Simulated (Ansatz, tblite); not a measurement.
Spin states of the cluster SrO2, each relaxed with PBE-D4/def2-TZVP in Ansatz. Electronic energies in the gas phase.

In the def2 sets Sr takes a core potential; there is no spin–orbit coupling. The xTB rows come from tblite. Correlated methods freeze 2 core orbitals; core or outer-core shells of Sr are correlated, in sets that lack core-valence functions. In CCSD on the charge 0 quintet the largest single amplitude is 0.36, so its Hartree–Fock determinant may place the open shell otherwise than the density functionals do. The structure holds 1 bond(s) between oxygen atoms. The structure comes from a short search, and lower isomers may exist.

Singlet geometry (C2v within 0.1 Å):

```
atom   x (Å)   y (Å)   z (Å)
 Sr1  -0.736  -0.958   0.516
  O2   0.801  -0.039  -0.603
  O3  -0.065   0.997   0.087
```

Triplet geometry (C2v within 0.1 Å):

```xyz
3

Sr   -0.025   -0.660   -1.347
O    -0.605    0.573    0.566
O     0.630    0.087    0.781
```

Quintet geometry (C2v within 0.1 Å):

Cartesian coordinates in Å:
```
Sr -0.682 -1.335 0.013
O -0.382 1.041 0.406
O 1.064 0.294 -0.419
```

⟨S²⟩: triplet 2.01 at PBE0-D4/def2-TZVP (pure 2.00), quintet 6.02 at PBE0-D4/def2-TZVP (pure 6.00).

Run but left out: HF/STO-3G, HF/def2-TZVP, HF/def2-TZVPP, MP2/def2-TZVP, MP2/def2-TZVPP (quintet: a determinant that CCSD turns far, T1 0.088).

Only these spin states were relaxed. The quintet has other bonds than the singlet, so the gap mixes isomer and spin.

| level | triplet − singlet (kJ/mol) | quintet − singlet (kJ/mol) | lowest of these | remarks |
| --- | --- | --- | --- | --- |
| GFN1-xTB | 160.3 | 737.0 | singlet | – |
| GFN2-xTB | -17.7 | 495.4 | triplet | – |
| LDA (SPW92)/def2-TZVP | 55.1 | 383.0 | singlet | – |
| PBE-D4/def2-TZVP | 36.8 | 336.3 | singlet | – |
| r2SCAN-D4/def2-TZVP | 26.8 | 322.5 | singlet | – |
| r2SCANh-D4/def2-TZVP | 17.4 | 314.7 | singlet | – |
| PBE0-D4/def2-TZVP | 11.5 | 333.2 | singlet | – |
| r2SCAN0-D4/def2-TZVP | 3.9 | 295.2 | singlet | – |
| BHLYP-D4/def2-TZVP | -15.7 | 263.1 | triplet | – |
| RPA@PBE/def2-TZVP | -28.9 | 211.2 | triplet | – |
| CCSD/def2-TZVPP | -5.2 | 300.8 | triplet | large T1 (0.025) (singlet), large T1 (0.088) (quintet) |
| CCSD(T)/def2-TZVPP | 10.3 | 320.3 | singlet | large T1 (0.025) (singlet), large T1 (0.088) (quintet) |

Change of the quintet − singlet gap on mixing in exact exchange, in kJ/mol: PBE to PBE0 (25 % exact exchange) -3.2; r2SCAN to r2SCANh (10 % exact exchange) -7.8; r2SCAN to r2SCAN0 (25 % exact exchange) -27.3.

The xTB methods have no term that favours high spin, so they put low spin too low.
